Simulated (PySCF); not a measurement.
Problem. What does the PBE/def2-SV(P) structure of `NC1=C(F)S(=O)(=O)C=C1` look like in three dimensions?

Solution. 
```xyz
13
C4H4FNO2S angstrom
N      2.2234    0.0899    0.0075
C      0.8442    0.0608   -0.0298
C      0.0482   -0.9886   -0.3749
F      0.4275   -2.2327   -0.6825
S     -1.7051   -0.5303   -0.3615
O     -2.4109   -1.2268    0.7355
O     -2.2706   -0.5360   -1.7277
C     -1.2878    1.1555    0.1294
C      0.0495    1.2848    0.2449
H      2.6516    0.7527    0.6597
H      2.6969   -0.8171   -0.0296
H     -2.0877    1.8970    0.2658
H      0.5550    2.2282    0.5119
```

Orientation and origin are arbitrary. Atoms count from 1 in this order. Of the pairs four or more bonds apart, F4···H11 is among the closest relative to their van der Waals radii: 2.75 Å, 103 % of the sum of Bondi's values. S5 (sulfonyl sulfur) has angles from 90.8° to 120.1°. The 3 C–C bonds span 1.348 Å (C8=C9, drawn double) to 1.485 Å (C2–C9, drawn single), a spread of 0.137 Å. N1 (enamine nitrogen) is pyramidal (angles 116.7°, 116.3° and 113.8°, sum 346.7°, 0.24 Å off the plane of its three neighbours).

Bonds between heavy atoms (Å): N1–C2 1.380, C2=C3 1.362, C3–F4 1.336, C3–S5 1.812, S5=O6 1.479, S5=O7 1.479, S5–C8 1.805, C8=C9 1.348, C2–C9 1.485.

Computed with PySCF 2.14.0, PBE/def2-SV(P) geometry optimisation, gas phase.

Stationary, but not proved a minimum.
